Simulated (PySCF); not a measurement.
**A search over the determinants of ZnF⁺**

Unrestricted PBE0; Zn def2-TZVPPD, F def2-TZVPPD; no relativity (PySCF 2.14). Outer shells of the fragments: Zn+ 3d10 4s1; F 2s2 2p5.

Followed along the bond (rough minima from three points):

```
2Ms+1  unpaired  ⟨S²⟩ at the start  R at minimum (Å)  Te (eV)
    1      none               0.00              1.72     0.00
    3  σ ↑, π ↑               2.00  none in the scan   ≤ 2.74
```

Solutions found at the starting distance of 1.905 Å, counted from the lowest of them; the search is not exhaustive and high or unbound solutions are not listed, so other states can lie among these:

```
2Ms+1  unpaired   term  E (eV)  ⟨S²⟩  ⟨Lz²⟩  μ (D)
    1      none    ¹Σ⁺    0.00  0.00   0.00  -6.33
    3  σ ↑, π ↑     ³Π    2.64  2.00   1.00   0.02
    1  σ ↓, π ↑  mixed    2.70  1.00   1.00   0.05
    3      σ ↑↑    ³Σ⁺    3.34  2.00   0.00  -0.57
    3      π ↑↑  mixed    7.55  2.00   2.01  -0.72
    3      π ↑↑  mixed    7.67  2.00   2.01  -0.62
    1      π ↑↓  mixed    7.67  1.01   2.01  -0.60
    3  σ ↑, π ↑     ³Π    8.51  2.01   1.00  -1.10
    1  σ ↑, δ ↓  mixed    9.79  1.01   4.00  -4.20
```

A term symbol is given only where ⟨S²⟩ and ⟨Lz²⟩ are close to those of a pure state; real π, δ and φ orbitals otherwise mix terms. A positive dipole points towards F; it is taken about the centre of mass and depends on that origin.

Counting both spins, an empty level lies below a filled one in some of these solutions, because spin and occupation are held.
